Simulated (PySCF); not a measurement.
As2H6Si. Atoms are numbered in the order given.

```xyz
9

Si     0.0000     0.0000     1.0297
As     2.0022     0.0000    -0.2075
As    -2.0022     0.0000    -0.2075
H      0.0000    -1.2098     1.9040
H      0.0000     1.2098     1.9040
H      1.5098     1.1013    -1.1319
H      1.5098    -1.1013    -1.1319
H     -1.5098    -1.1013    -1.1319
H     -1.5098     1.1013    -1.1319
```

Geometry: ωB97X-D3(BJ)/def2-SVP. The structure was generated by enumeration, and PubChem lists no compound with its InChIKey, so it may never have been made.

Calculation: PBE/def2-TZVP (PySCF).

Computed frontier levels, gap, dipole moment and polarisability:
```
Property                                                                                                         Value
---------------------------------------------------------------------------------------------  -----------------------
highest occupied level                                                                                        -5.89 eV
lowest empty level                                                                                            -1.15 eV
orbital gap                                                                                                    4.75 eV
dipole moment                                                                                                   0.41 D
quadrupole, principal values (traceless, Buckingham form, about the centre of nuclear charge)    -5.74, 1.70, 4.04 D·Å
mean static polarisability                                                                       95.6 bohr³ (14.16 Å³)
polarisability, principal values                                                               77.2, 87.7, 121.8 bohr³
```
